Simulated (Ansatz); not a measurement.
**Counterpoise correction, worked out**

The pair of CH4O (SMILES CO, atoms 1–6) and H2Te (SMILES [TeH2], atoms 7–9), both closed shells, in one local arrangement (a lower one may exist), relaxed at PBE0-D4/def2-TZVP:

C1  (-0.072, 0.550, -1.375)
O2  (-0.442, -0.682, -0.793)
H3  (-0.674, 1.321, -0.894)
H4  (-0.277, 0.572, -2.452)
H5  (0.986, 0.786, -1.210)
H6  (0.084, -1.383, -1.185)
Te7  (-0.500, -0.672, 2.269)
H8  (0.952, -0.049, 1.783)
H9  (-0.058, -0.443, 3.857)
(Å)

Computed with Ansatz 0.2.0 (basis: def2-TZVPPD); correlated methods freeze the cores. Filled d shells of the heavier atoms are correlated. Core potentials replace the inner electrons of the atoms past krypton. The def2 sets are not built for correlating such inner shells, so the correlated values are less sure here.

CCSD(T) total energies in eV:

| system | geometry | basis functions | energy |
| --- | --- | --- | --- |
| pair | pair | all | -10454.54410 |
| CH4O | as in the pair | all (partner as ghosts) | -3144.52835 |
| H2Te | as in the pair | all (partner as ghosts) | -7309.90061 |
| CH4O | as in the pair | its own | -3144.52184 |
| H2Te | as in the pair | its own | -7309.86177 |
| CH4O | free (PBE0-D4 minimum) | its own | -3144.52055 |
| H2Te | free (PBE0-D4 minimum) | its own | -7309.86393 |

Problem. Work out the interaction energy with and without the counterpoise correction, the superposition error, and the binding energy from the relaxed fragments.

Solution. Without correction: -10454.54410 − (-3144.52184) − (-7309.86177) = -0.16049 eV.
With correction (each fragment in the whole basis): -10454.54410 − (-3144.52835) − (-7309.90061) = -0.11514 eV = -2.66 kcal/mol.
The superposition error is the difference, 0.04535 eV, 28 % of the uncorrected value: each fragment borrows its partner's functions.
Deformation from the free shapes: -0.00129 eV for CH4O and 0.00216 eV for H2Te (a small negative value is possible, since the free shapes are minima of another method).
Binding energy from relaxed fragments: -0.11514 + (-0.00129) + 0.00216 = -0.11427 eV = -2.64 kcal/mol (electronic, without zero-point energy; negative means bound). For comparison, the corrected interaction energy by CCSD(T) at an estimated basis limit (MP2 extrapolated from triple and quadruple zeta, plus CCSD(T) − MP2 in triple zeta) is -0.136 eV; triple zeta with the correction binds less.

T1 diagnostic: at most 0.011.

For scale, one of the runs: CCSD(T)/def2-TZVPPD, 238 basis functions, launched by `ansatz run in.yaml --threads 4 --pin off --events-out ev --progress --plain --max-ram 9574MiB`. The run took 42 s on 4 CPU threads of an AMD EPYC 9R45 (shared host), with 5 GiB of host memory at its peak.
